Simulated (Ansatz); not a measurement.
Consider the cleavage of the Sn–B bond: `C[B](F)[SnH3]` + `N=CS` → `N=C[S][SnH3]` + `CBF`.

Program: Ansatz. Geometries: PBE0-D4/def2-TZVP. ΔE: electronic, gas phase. CBS: MP2 limit from def2 TZ/QZ plus the TZ coupled-cluster correction, frozen cores. This one scheme is used for every species. Functionals use def2-TZVPP. B3LYP here is the variant with VWN-RPA as its local correlation; programs differ in this. Elements past krypton have def2 core potentials. For Sn outer-core shells are correlated without core-valence functions, which leaves a few kJ/mol of doubt a bond. One conformer a species, not always the lowest.

`C[B](F)[SnH3]`:

```xyz
10

C     1.175   -0.524    1.100
B    -0.005    0.411    0.711
F    -0.432    1.320    1.577
Sn   -1.076    0.316   -1.302
H     0.852   -1.570    1.047
H     1.984   -0.434    0.366
H     1.575   -0.326    2.097
H    -2.318    1.479   -1.457
H     0.023    0.555   -2.592
H    -1.778   -1.226   -1.547
```

`N=CS`:

```xyz
6

N    -0.107   -0.984    0.430
C    -0.093   -0.017   -0.380
S     0.357    1.609    0.071
H    -0.398   -1.842   -0.036
H    -0.356   -0.072   -1.443
H     0.597    1.306    1.359
```

`N=C[S][SnH3]`:

Z-matrix (Å, degrees):
```
Sn
S 1 2.415
H 1 1.702 2 108.3
H 1 1.703 2 105.3 3 -119.9
H 1 1.702 2 108.1 3 120.2
C 2 1.774 1 101.5 3 118.5
N 6 1.258 2 125.3 1 -179.5
H 6 1.092 2 115.6 1 0.6
H 7 1.020 6 112.6 2 0.1
```

`CBF`:

```xyz
7

C     0.044   -0.686    0.023
B    -0.049    0.863   -0.024
F    -0.894    1.463   -0.852
H    -0.628   -1.193   -0.671
H    -0.164   -1.036    1.041
H     1.074   -1.001   -0.182
H     0.617    1.589    0.664
```

| level | ΔE (kcal/mol) | difference from CCSD(T)/CBS |
| --- | --- | --- |
| PBE-D4 | -15.8 | 1.4 |
| r2SCAN-D4 | -16.9 | 0.3 |
| ωB97X-V | -16.1 | 1.1 |
| ωB97M-V | -16.1 | 1.1 |
| r2SCAN | -16.9 | 0.3 |
| PBE0 | -15.9 | 1.3 |
| B3LYP | -16.7 | 0.5 |
| HF/def2-TZVPP | -18.8 | -1.6 |
| MP2/def2-TZVPP | -17.7 | -0.5 |
| CCSD/def2-TZVPP | -15.9 | 1.3 |
| CCSD(T)/def2-TZVPP | -16.2 | 1.0 |
| HF/def2-QZVPP | -19.0 | -1.8 |
| MP2/def2-QZVPP | -18.4 | -1.2 |
| SCS-MP2/def2-QZVPP | -18.3 | -1.1 |
| MP2/CBS(def2) | -18.8 | -1.6 |
| CCSD/CBS(def2) | -17.0 | 0.2 |
| CCSD(T)/CBS | -17.2 | 0 |

Largest T1 diagnostic among the species: 0.015.

In def2-TZVPP, CCSD(T) changes the Hartree–Fock value by +2.6 kcal/mol (the triples alone add −0.3 kcal/mol) and MP2 by +1.1 kcal/mol.
